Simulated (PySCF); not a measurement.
Isomers of H6B3N. All species are isolated molecules in the gas phase. One relaxed conformer stands for each flexible species; it need not be the lowest. Strings in code marks are SMILES.

All values below come from PBE-D3(BJ)/def2-TZVP // B3LYP-D3(BJ)/def2-TZVP (PySCF). Excitations are Tamm–Dancoff values on a coarser integration grid. The basis has no diffuse functions, so Rydberg states are missing or too high.

```csv
species,S1 oscillator strength,S1–T1 gap (TDA) (eV)
`N(B)BB`,0.009,…
`NBBB`,…,0.73
`BB(B)N`,0.053,1.11
`BN(B)B`,0.000,0.37
```

**Question.** Fill in the missing entries.

**Answer.** 
- `N(B)BB`, S1–T1 gap (TDA) (eV): 0.86
- `NBBB`, S1 oscillator strength: 0.007
